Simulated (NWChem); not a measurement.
A series in which one site is exchanged, each optimised at PBE0/def2-SVP with NWChem, gas phase unless a solvent is named. This build's default masses of Se (78.918 u) and Br (79.917 u) are each other's, which moves their modes by up to 0.6 %.

A: [Cl][GeH]([Cl])[Cl] (GeHCl3; site = Cl)
B: [F][GeH]([Cl])[Cl] (GeHCl2F; site = F)
C: [Cl][GeH]([Cl])[Br] (GeHBrCl2; site = Br)
D: [Cl][GeH2][Cl] (GeH₂Cl₂; site = H)

Values for A:

```
Quantity                                              Result
----------------------------------------------------  ------
orbital gap (eV), PBE0/def2-SVP                         7.97
highest harmonic frequency (cm⁻¹), PBE0/def2-SVP        2221
static polarisability, B3LYP/def2-SVPD (bohr³)          71.8
lowest singlet excitation, B3LYP/def2-SVPD, TDA (eV)    6.01
```

**Question.** How do these values change for the other members?

**Answer.** 
```
change from A                                             B      C      D
----------------------------------------------------  -----  -----  -----
orbital gap (eV), PBE0/def2-SVP                       +0.55  -0.66  +0.45
highest harmonic frequency (cm⁻¹), PBE0/def2-SVP        +15     -4     -9
static polarisability, B3LYP/def2-SVPD (bohr³)        -14.8   +8.4  -12.6
lowest singlet excitation, B3LYP/def2-SVPD, TDA (eV)  +0.56  -0.58  +0.43
```
